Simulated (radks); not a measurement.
Values are calculated unless marked as measured or tabulated.
Dipole-allowed excitations along the series with 46 electrons in [Kr] 4d10. Code: a radial shooting solver on a logarithmic mesh with Libxc functionals. Model: scalar-relativistic Kohn-Sham, LDA (Slater exchange, VWN5 correlation), spin-unpolarised, spherical densities, finite nucleus; Fermi nuclear charge, rms radius of each element as measured or else 0.836 A^(1/3) + 0.57 fm. Time-dependent linear response with the Hartree and adiabatic LDA kernel, continuum included through the Sternheimer equations, no spin-orbit coupling, so fine structure and intercombination lines are absent. Lines are the poles of the dipole polarisability below minus the highest occupied eigenvalue, found on a grid refined at the orbital gaps; the lowest seven at most are given, and weak or close lines can be missed. The first line takes the name of the lowest orbital gap if no other gap lies below it; otherwise a line is named after a gap within 0.6 % of it, if that gap stands alone.

species  -e(HOMO) (eV)  lowest orbital gap (eV)  first line (eV)      f  strongest line (eV)  its f  static alpha (bohr^3)
Sn4+            67.916             4d-5p 31.498   32.349 (4d-5p)  0.895  52.411 (unassigned)   1.75                  2.428
Sb5+            89.881             4d-5p 40.376   41.308 (4d-5p)  0.937  65.825 (unassigned)   1.85                  1.772
Te6+            113.93             4d-5p 49.953   50.962 (4d-5p)  0.967  77.990 (unassigned)   4.25                  1.351
